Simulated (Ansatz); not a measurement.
Total energies of `O=CC[S][GaH2]`.

```xyz
10

O     0.016   -1.169    0.600
C     0.101   -0.103    1.183
C     0.087    1.218    0.526
S    -0.057    1.203   -1.268
Ga   -0.165   -1.089   -1.483
H     0.194   -0.119    2.280
H    -0.733    1.782    0.994
H     1.003    1.732    0.854
H     1.156   -1.779   -1.968
H    -1.601   -1.675   -1.718
```

Total charge 0; spin multiplicity 1. Correlated methods include outer-core shells of Ga, which these sets cover unevenly. Scalar relativity is left out up to krypton. Geometry: relaxed with PBE0-D4/def2-TZVP. It is one conformer, not always the lowest. Basis def2-TZVPP, the Gaussian-basis code of Ansatz.

RPA on PBE orbitals: Hartree–Fock energy of these orbitals -2474.30182 Eh, correlation -1.54784 Eh (frozen core).

| functional | energy without D4 (Eh) | D4 term (kJ/mol) |
| --- | --- | --- |
| LDA (SPW92) | -2471.91477 | – |
| PBE | -2476.93408 | -26.7 |
| revPBE | -2477.32050 | -77.1 |
| BLYP | -2477.59623 | -58.5 |
| r2SCAN | -2477.46310 | -6.2 |
| B97M-V | -2477.09742 | – |
| PBE0 | -2477.01429 | -22.5 |
| r2SCANh | -2477.44147 | -6.7 |
| r2SCAN0 | -2477.41095 | -7.4 |
| BHLYP | -2477.46544 | -35.4 |
| CAM-B3LYP | -2477.64166 | -23.1 |
| ωB97M-V | -2477.39720 | – |
| B2PLYP | -2476.96966 | – |
| PBE-QIDH | -2476.57007 | – |

Task: Give the same for B3LYP, HSE06 (plane-wave form), LC-ωPBE, ωB97X-V. (Best estimate.)

Result: Ansatz gave: 
| functional | energy without D4 (Eh) | D4 term (kJ/mol) |
| --- | --- | --- |
| B3LYP | -2477.65209 | -43.5 |
| HSE06 (plane-wave form) | -2476.99831 | -21.1 |
| LC-ωPBE | -2477.12096 | – |
| ωB97X-V | -2477.29949 | – |

B3LYP takes the VWN-RPA correlation (the form of Gaussian; ORCA's B3LYP/G). HSE06 is the plane-wave form, built on full-range PBE exchange. The double hybrids freeze the cores in their second-order part.

LC-ωPBE has ω = 0.4 bohr⁻¹.
